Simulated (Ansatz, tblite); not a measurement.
Isomers of Cu$_{2}$Br (doublet), found by a short tight-binding search and relaxed with PBE0-D4/def2-TZVP in Ansatz.

The xTB rows come from tblite. Correlated methods freeze 27 core orbitals; core or outer-core shells of Br are correlated, in sets that lack core-valence functions. In CCSD on the charge 0 doublet the largest single amplitude is 0.34, so its Hartree–Fock determinant may place the open shell otherwise than the density functionals do.

Other spin states were run for one of them alone.

A:

```xyz
3

Cu    1.911   -1.221    0.522
Cu   -1.838    1.311   -0.567
Br   -0.074   -0.090    0.045
```

B:

```xyz
3

Cu   -0.1729   -1.2061   -0.6455
Cu   -0.1554    0.0670    1.3683
Br    0.3283    1.1391   -0.7228
```

Task: Estimate which lies lowest at each level, and how far above it the others are (kJ/mol).

Result: 
```json
{"level": "GFN1-xTB", "A": "146.1", "B": "0.0"}
{"level": "GFN2-xTB", "A": "183.1", "B": "0.0"}
{"level": "HF/def2-TZVP", "A": "57.9", "B": "0.0"}
{"level": "LDA (SPW92)/def2-TZVP", "A": "69.4", "B": "0.0"}
{"level": "PBE-D4/def2-TZVP", "A": "57.9", "B": "0.0"}
{"level": "BLYP-D4/def2-TZVP", "A": "48.7", "B": "0.0"}
{"level": "r2SCAN-D4/def2-TZVP", "A": "67.4", "B": "0.0"}
{"level": "PBE0-D4/def2-TZVP", "A": "57.6", "B": "0.0"}
{"level": "MP2/def2-TZVP", "A": "77.4", "B": "0.0"}
{"level": "CCSD/def2-TZVP", "A": "68.2", "B": "0.0"}
{"level": "CCSD(T)/def2-TZVP", "A": "70.5", "B": "0.0"}
```
Point groups (tolerance 0.1 Å): A not assigned, B C2v. Lower isomers may exist.
